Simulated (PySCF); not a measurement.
Zn(F)(OMe) (CH₃FOZn), SMILES C[O][Zn][F].

Coordinates come from a B3LYP-D3(BJ)/def2-SVP optimisation. The values are those of a single conformer.

Calculation: ωB97X/def2-TZVPD run with PySCF.

* **total energy**: -1994.49061 hartree
* **point group**: Cs
* **highest occupied level**: -10.32 eV
* **lowest empty level**: 0.44 eV
* **orbital gap**: 10.76 eV
* **dipole moment**: 1.89 D
* **quadrupole, principal values (traceless, Buckingham form, about the centre of nuclear charge)**: -10.63, 5.03, 5.60 D·Å
* **mean static polarisability**: 38.8 bohr³ (5.76 Å³)
* **polarisability, principal values**: 32.7, 33.7, 50.1 bohr³
